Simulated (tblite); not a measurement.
Species: C4H10OP2.
Z-matrix (Å and degrees, GFN2-xTB geometry), rows numbered from 1:
```
C 
C   1  1.3214
P   2  1.8142  1  118.60
C   3  1.8342  2  104.67  1   121.35
O   3  1.4654  2  114.49  1    -3.63
C   3  1.8450  2  104.82  1  -129.67
P   6  1.8595  3  112.27  2    71.42
H   1  1.0793  2  119.36  3     0.87
H   1  1.0784  2  123.32  3  -179.35
H   2  1.0807  1  123.00  3   179.33
H   4  1.0888  3  108.16  2   175.76
H   4  1.0887  3  107.31  2   -67.21
H   4  1.0857  3  112.44  2    53.87
H   6  1.0923  3  110.74  2   -51.17
H   6  1.0950  3  107.83  2  -169.36
H   7  1.3990  6   95.23  3   -46.91
H   7  1.3921  6   94.80  3    45.15
```

All values are computed: GFN2-xTB (tblite) harmonic vibrations without scaling, gas phase. Errors from tens to a few hundred cm⁻¹ against measured bands are possible. Modes of hydrogen on phosphorus can be 10 to 20 % off. One conformer, not necessarily the lowest.

Harmonic wavenumbers (cm⁻¹): 58.0, 72.2, 134.6, 155.4, 156.4, 190.4, 204.7, 227.3, 287.6, 354.7, 424.3, 550.3, 619.7, 645.2, 695.8, 749.2, 756.2, 827.5, 836.6, 864.8, 881.2, 911.3, 976.0, 1015.4, 1052.3, 1132.8, 1143.9, 1228.5, 1267.2, 1310.2, 1378.5, 1390.8, 1421.6, 1436.3, 1663.6, 2248.7, 2341.2, 2925.6, 2951.9, 3004.2, 3007.5, 3036.3, 3056.1, 3080.7, 3111.4.

A = 2258, B = 1334, C = 1078 MHz; mass 136.021 u (most abundant isotopes); point group C1, symmetry number 1.

Q: Zero-point energy?

A: Half the sum of the wavenumbers: 27892 cm⁻¹ = 333.66 kJ/mol.

Q: Entropy at 273.15 K, 1 bar (ideal gas, RRHO, classical rotation)?

A: Translation 168.31, rotation 120.17, vibration 114.45: S = 402.9 J/(mol K).

Q: And Cp and H(273.15 K) − H(0)?

A: Cp = 151.21 J/(mol K), of which vibrations give 117.95 (their classical limit is 45 R = 374.2); H(273.15 K) − H(0) = 25.91 kJ/mol without the zero-point energy, 16.82 from vibrations.

Q: Which modes carry the vibrational entropy at 273.15 K?

A: 58.0 cm⁻¹: 18.21; 72.2 cm⁻¹: 16.40; 134.6 cm⁻¹: 11.35; 155.4 cm⁻¹: 10.21; 156.4 cm⁻¹: 10.16; 190.4 cm⁻¹: 8.63 J/(mol K); the other 39 give 39.50 together.

Q: What must be added to the electronic energy to get the Gibbs energy at 273.15 K and 1 bar?

A: ZPE + [H(273.15 K) − H(0)] − T·S = 333.66 + 25.91 − 110.06 = 249.51 kJ/mol.

Q: Blend soft modes into free rotors: weight 1/[1 + (100 cm⁻¹/ν̃)⁴] for the oscillator and the rest for a rotor with moment μB/(μ + B), μ = h/(8π²ν), B = 10⁻⁴⁴ kg m². What vibrational entropy results?

A: 107.57 J/(mol K) in place of 114.45, which changes −T·S at 273.15 K by +1.88 kJ/mol.

Hindered rotation and anharmonicity are outside this model. Other conformers, if any are populated, would add a mixing term that is left out. The structure is chiral; the term R ln 2 for an equal mix with its mirror image is left out.

Hardware: an Arm Neoverse V1 with one thread, shared host. This covers the Hessian and the dipole derivatives.
